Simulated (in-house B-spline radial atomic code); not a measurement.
A fraction x of an electron is added to 3p in S, starting from [Ne] 3s2 3p4 and keeping the highest spin. Method: non-relativistic HSE06, spin-polarised, spherical fractional occupations, point nucleus. Calculated with a B-spline radial code for spherical atoms.

Caution: exact exchange at fractional occupations of open shells leaves self-interaction of up to several eV.

| x | E(x) - E(0) (eV) | 3p down level (eV) |
| --- | --- | --- |
| 0 | 0.0000 | -5.705 |
| 0.1 | -0.5332 | -4.960 |
| 0.2 | -0.9927 | -4.230 |
| 0.3 | ? | ? |
| 0.4 | -1.6960 | -2.814 |
| 0.5 | -1.9431 | -2.131 |
| 0.6 | ? | ? |
| 0.7 | -2.2373 | -0.824 |
| 0.8 | -2.2886 | -0.204 |

(1) What belongs in the row x = 0.3?

(2) What belongs in the row x = 0.6?

(3) Check Janak's theorem between x = 0.1 and 0.2.

## Answers

(1) An energy change of -1.3797 eV; 3p down at -3.514 eV.

(2) An energy change of -2.1229 eV; 3p down at -1.467 eV.

(3) The slope of the energy is -4.59 eV; the orbital levels give -4.60 eV (ε of the filling orbital, averaged over the two points).
